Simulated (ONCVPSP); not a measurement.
**Configuration tests for Cr (Z = 24) (ONCV)**

Cr, optimised norm-conserving Vanderbilt (ONCV), made with ONCVPSP 4.0.1 (revPBE, scalar-relativistic). Core [Ne], reference 3s2 3p6 3d5 4s1. Waves: 3s+4s: rc 1.50 bohr, ncon 4, nbas 8, qcut 6.6 1/bohr, 2 projectors; 3p: rc 1.00 bohr, ncon 4, nbas 7, qcut 7.5 1/bohr, 1 projector; 3d: rc 1.30 bohr, ncon 4, nbas 7, qcut 13.6 1/bohr, 1 projector. Local part: polynomial inside 0.95 bohr (lpopt 5, dvloc0 0 Ha). Core correction: Teter function fitted to the true core (icmod 2), fcfact 0.15.

Energies are relative to the spin-unpolarised reference configuration 3s2 3p6 3d5 4s1; without spin polarisation the order of configurations can differ from experiment. Not all tests gave a result: 1 of 4 tests not solved or not reliable.

| valence configuration | charge | ΔE all-electron (eV) | error AE − PS (meV) |
| --- | --- | --- | --- |
| 3s2 3p6 3d5 4s0 | +1 | 6.788 | +0.6 |
| 3s2 3p6 3d4 4s0 | +2 | 22.726 | -1.4 |
| 3s2 3p6 3d5 4s0 4p1 | 0 | 3.084 | +6.1 |

Levels in the configuration 3s2 3p6 3d5 4s0:

```tsv
level	all-electron (eV)	pseudo (eV)
3s	-80.970	-80.966
3p	-52.416	-52.413
3d	-9.760	-9.761
```
